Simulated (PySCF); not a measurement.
## Scalar relativity in P⁺ (phosphorus, charge +1)

[Ne] 3s2 3p2, high-spin 3P determinant; UHF calculated with PySCF 2.14 in dyall-acv3z, once non-relativistic with a point nucleus and once with spin-free X2C-1e and a Gaussian nucleus.

```json
{"shell": "1s α", "ε non-rel. (eV)": "-2187.5", "ε X2C (eV)": "-2193.5", "rms r non-rel. (bohr, spins averaged)": "0.1204", "rms r X2C (bohr, spins averaged)": "0.1198", "change of radius (%)": "-0.46"}
{"shell": "1s β", "ε non-rel. (eV)": "-2187.0", "ε X2C (eV)": "-2193.0", "rms r non-rel. (bohr, spins averaged)": "0.1204", "rms r X2C (bohr, spins averaged)": "0.1198", "change of radius (%)": "-0.46"}
{"shell": "2s α", "ε non-rel. (eV)": "-215.59", "ε X2C (eV)": "-216.58", "rms r non-rel. (bohr, spins averaged)": "0.5617", "rms r X2C (bohr, spins averaged)": "0.5597", "change of radius (%)": "-0.36"}
{"shell": "2s β", "ε non-rel. (eV)": "-215.10", "ε X2C (eV)": "-216.09", "rms r non-rel. (bohr, spins averaged)": "0.5617", "rms r X2C (bohr, spins averaged)": "0.5597", "change of radius (%)": "-0.36"}
{"shell": "2p α", "ε non-rel. (eV)": "-158.32", "ε X2C (eV)": "-158.29", "rms r non-rel. (bohr, spins averaged)": "0.5399", "rms r X2C (bohr, spins averaged)": "0.5394", "change of radius (%)": "-0.10"}
{"shell": "2p β", "ε non-rel. (eV)": "-157.41", "ε X2C (eV)": "-157.38", "rms r non-rel. (bohr, spins averaged)": "0.5399", "rms r X2C (bohr, spins averaged)": "0.5394", "change of radius (%)": "-0.10"}
{"shell": "3s α", "ε non-rel. (eV)": "-30.967", "ε X2C (eV)": "-31.055", "rms r non-rel. (bohr, spins averaged)": "1.986", "rms r X2C (bohr, spins averaged)": "1.981", "change of radius (%)": "-0.25"}
{"shell": "3s β", "ε non-rel. (eV)": "-25.422", "ε X2C (eV)": "-25.512", "rms r non-rel. (bohr, spins averaged)": "1.986", "rms r X2C (bohr, spins averaged)": "1.981", "change of radius (%)": "-0.25"}
{"shell": "3p α", "ε non-rel. (eV)": "-19.736", "ε X2C (eV)": "-19.722", "rms r non-rel. (bohr, spins averaged)": "2.295", "rms r X2C (bohr, spins averaged)": "2.295", "change of radius (%)": "0.00"}
```

The total energy goes from -340.3549 to -341.1734 hartree.

Ionisation energy, P⁺ [Ne] 3s2 3p2 (3P) → P²⁺ [Ne] 3s2 3p1 (2P) (eV):

| method | non-relativistic | spin-free X2C | shift |
| --- | --- | --- | --- |
| UHF | 19.169 | 19.157 | -0.012 |
| MP2 (valence and next inner shell) | 19.659 | 19.647 | -0.012 |
| SCS-MP2 (valence and next inner shell) | 19.564 | 19.551 | -0.012 |
| CCSD (valence and next inner shell) | 19.690 | 19.678 | -0.012 |
| CCSD(T) (valence and next inner shell) | 19.723 | 19.711 | -0.012 |
| MP2 (valence) | 19.626 | 19.615 | -0.012 |
| SCS-MP2 (valence) | 19.535 | 19.523 | -0.012 |
| CCSD (valence) | 19.662 | 19.651 | -0.011 |
| CCSD(T) (valence) | 19.699 | 19.688 | -0.011 |
| LDA | 19.825 | 19.812 | -0.013 |
| PBE | 19.783 | 19.771 | -0.013 |
| PBE0 | 19.820 | 19.808 | -0.012 |
| r2SCAN | 19.954 | 19.942 | -0.012 |
| M06-2X | 19.593 | 19.579 | -0.014 |
| MN15 | 19.772 | 19.756 | -0.017 |

Relativity contracts and stabilises s shells directly. The contracted s shells screen the nucleus better, so for spin-averaged p shells the direct and indirect effects partly cancel.
